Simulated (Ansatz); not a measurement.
F4Si (SMILES F[Si](F)(F)F), singlet, at a GFN2-xTB geometry; B3LYP/6-31G** (Ansatz, a quantum-chemistry and plane-wave program).

The Ansatz input:
Ansatz 0.2 input:
```yaml
crystal:
  periodic: [false, false, false]
  atoms:
    - {symbol: Si, position_ang: [0.00000000, -0.00000000, 0.00000000]}
    - {symbol: F, position_ang: [0.88552320, 0.90402113, 0.92229500]}
    - {symbol: F, position_ang: [-0.91389002, -0.91243756, 0.88560507]}
    - {symbol: F, position_ang: [-0.89400971, 0.90408216, -0.91401078]}
    - {symbol: F, position_ang: [0.92237653, -0.89566573, -0.89388928]}
basis:
  gaussian:
    orbitals: 6-31G__.json
hamiltonian:
  xc: b3lyp
accuracy: high
```
The basis file holds 6-31G** in the JSON format of the Basis Set Exchange.

Output, abridged:

```
Functional definition: B3LYP
1568 factors; integrals over basis functions are off by at most 3.1e-9 eV
mean field evaluation 1: about -18747.3389 eV, gradient 5.5e1 eV
mean field evaluation 2: about -18742.9013 eV, gradient 7.9e1 eV
mean field evaluation 4: about -18751.5172 eV, gradient 3.0e-1 eV
mean field evaluation 8: about -18751.5829 eV, gradient 6.4e-3 eV
mean field evaluation 16: about -18751.5829 eV, gradient 1.6e-8 eV
mean field -18751.58293212 eV, -689.1079624759 hartree, gradient 8.2e-9 eV, S^2 0.000000; 0 other end points of the search recorded, 0 dependent functions left out
reference -18751.58296686 eV, -689.1079637526 hartree; 25, 25 occupied and 54, 54 virtual orbitals, 1568 factors
Total energy: -18751.58296686 eV, -689.1079637526 hartree
```
